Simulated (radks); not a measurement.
Question: All-electron calculation, scalar-relativistic Kohn-Sham, PBE, spin-polarised, spherical densities, finite nucleus; open shells are filled with parallel spins first; Fermi nuclear charge, rms radius of each element as measured or else 0.836 A^(1/3) + 0.57 fm. Program: a radial shooting solver on a logarithmic mesh with Libxc functionals. Response by self-consistent Sternheimer equations with the Hartree and adiabatic LDA kernel, the relativistic mass of each level held fixed and spin-orbit coupling left out. Rank C3+, Li, B2+, Be+, Ne7+, O5+, N4+, F6+ (NIST ground configurations) by static dipole polarisability, largest first.

Answer: Li 137.7, Be+ 20.47, B2+ 6.570, C3+ 2.896, N4+ 1.523, O5+ 0.8971, F6+ 0.5714, Ne7+ 0.3855 bohr^3.
